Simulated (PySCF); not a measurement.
**[TlCl2]− at several levels of theory**

Computed with PySCF 2.14.0 (density fitting, no spin-orbit coupling) at the geometry relaxed with BP86:

```xyz
3
[TlCl2]− (singlet)
Tl   -0.8502    0.4425    0.0000
Cl    0.6091   -0.3169    2.1207
Cl    0.6091   -0.3169   -2.1207
```

```
level                                  basis    state  HOMO (eV)  gap (eV)  charge on Tl1 (e)  dipole about the centre of mass (D)  largest force component (eV/Å)
 BP86    Tl def2-SVP with ECP60, Cl def2-SVP  singlet      -0.75      3.17               0.04                                 5.14                            0.01
 BP86  Tl def2-TZVP with ECP60, Cl def2-TZVP  singlet      -1.31      3.34               0.26                                 6.16                            0.07
 BP86           Tl x2c-SVPall, Cl x2c-SVPall  singlet      -0.74      3.19               0.07                                 5.16                            0.22
```

Charges are Mulliken's, which hang on the basis. The relaxation used the grid (50, 194), these runs (75, 302) or, all-electron (x2c bases, spin-free X2C Hamiltonian), (99, 590).

**Question.** Order these levels, in the first row's basis, by the HOMO–LUMO gap they give here, smallest first.
A. M06-L
B. BLYP
C. r2SCAN
D. PBE0

**Answer.** B (3.03 eV), C (3.63 eV), A (3.67 eV), D (4.80 eV).

**Question.** And their other results?

**Answer.** 
| level | state | HOMO (eV) | gap (eV) | charge on Tl1 (e) | dipole about the centre of mass (D) | largest force component (eV/Å) |
| --- | --- | --- | --- | --- | --- | --- |
| r2SCAN | singlet | -0.98 | 3.63 | 0.14 | 5.53 | 0.10 |
| M06-L | singlet | -0.85 | 3.67 | 0.23 | 5.81 | 0.14 |
| BLYP | singlet | -0.42 | 3.03 | 0.01 | 4.96 | 0.21 |
| PBE0 | singlet | -1.74 | 4.80 | 0.14 | 5.62 | 0.11 |

In the first row's basis the gap widens with exact exchange: 3.0 to 3.7 eV for BLYP, BP86, r2SCAN, M06-L (none); 4.8 eV for PBE0 (a fixed share).
